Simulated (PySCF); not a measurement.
Species: C₈H₅FS.
Numbering: `[F:1][c:2]1[cH:3][cH:4][cH:5][c:6]2[cH:7][s:8][cH:9][c:10]12`

NICS = −σ at a ghost point: NICS(0) at the centroid of the ring atoms, NICS(1) 1 Å to either side along the normal of their mean plane, zz for the tensor component along that normal. Level: GIAO PBE0/pcSseg-1 (PySCF, non-relativistic, gas phase) on the GFN2-xTB geometry, one conformer.

Rings: 1. C2–C3–C4–C5–C6–C10; 2. C6–C7–S8–C9–C10.

```
set  NICS(0)  NICS(1), two faces  NICS(1)zz, two faces
  P    -15.2       -14.1 / -14.1         -34.6 / -34.6
  Q     -7.5         -9.1 / -9.2         -20.6 / -20.6
```

**Question.** Which set (ppm) belongs to which ring?

**Answer.** P = 2, Q = 1.
- 1 (6-membered carbocycle; formal bonds all aromatic): mean NICS(1)zz -20.6 ppm, shielded. The ring is flat and has no four-coordinate atom; by the NICS criterion it is aromatic, though in fused rings the probe also feels the neighbouring ring.
- 2 (5-membered ring with S; formal bonds all aromatic): mean NICS(1)zz -34.6 ppm, shielded. For a flat ring without four-coordinate atoms the NICS criterion counts such a value as aromatic, though in fused rings the probe also feels the neighbouring ring.

**Question.** How do the rings differ in shape?

**Answer.** 
```tsv
ring	bond lengths (Å)	rms pucker (Å)	HOMA	nearest outside atom to a NICS(1) probe (Å)
1	1.358, 1.417, 1.360, 1.418, 1.440, 1.416	0.00	0.70	hydrogen 2.66
2	1.376, 1.707, 1.705, 1.375, 1.440	0.00	0.81	hydrogen 2.54
```

HOMA = 1 − mean of α(R − Ropt)² over the ring bonds, with Krygowski's 1993 parameters (CC: Ropt 1.388 Å, α 257.7 Å⁻²; CS: Ropt 1.677 Å, α 94.09 Å⁻²).

Hardware: one thread of an Arm Neoverse V2 (shared host). Cost: 27 s wall. This is the whole shielding run at PBE0/pcSseg-1, SCF included.
